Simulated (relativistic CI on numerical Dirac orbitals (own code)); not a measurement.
Rh III: calculation against measurement

Computed by Dirac-Coulomb-Breit CI, KLI orbitals optimised for each configuration, a model potential for QED, valence Slater integrals scaled by 0.85, P86 correlation estimate, and configurations built on the next ion tied to the tabulated ionisation energy (semi-empirical) (own radial code, finite nucleus).

Configuration list (outside the closed core [Kr]): 4d7, 4d6.5s, 4d6.5p, 4d6.5d, 4d6.6s, 4d6.4f, 4d6.5f, 4d5.5s2, 4d6.6p, 4d5.5s.5p, 4d5.4f2, 4d6.6d, 4d6.5g, 4d6.6f, 4d6.6g, 4d5.5p2, 4d5.5s.6s, 4d5.4f.5s. Levels of other configurations are missing.

```
Configuration  Term (tabulated)    J  Measured (cm⁻¹)  Computed  Error  Purity (%)
          4d7                4F  9/2              0.0         0      0          97
          4d7                4F  7/2           2147.8      1991   -157          99
          4d7                4F  5/2           3485.7      3260   -225          98
          4d7                4F  3/2           4322.0      4064   -258          97
          4d7                4P  3/2          10997.1     12049   1052          79
          4d7                4P  5/2          11062.3     11993    930          96
       4d6.5s                6D  9/2          43022.0     49210   6188          98
       4d6.5s                6D  7/2          44394.4     50517   6122          99
       4d6.5s                6D  5/2          45278.2     51369   6090          98
       4d6.5s                6D  3/2          45876.6     51943   6066          98
```

Measured levels from measured levels as listed in Shadmi, J. Res. Natl. Bur. Stand. 70A, 435 (1966); pairs were made by configuration, J and term (by order where the table uses no LS term), so strongly mixed levels may be paired wrongly.

Mean error by configuration (cm⁻¹): 4d7 268; 4d6.5s 6117. Over the excited levels the mean absolute error is 3010 cm⁻¹ (9 of the 9 excited levels that our extract of the source holds in range could be paired), and the median relative error of those above 1,000 cm⁻¹ is 9.6 %. Some levels of the ground configuration have no partner.
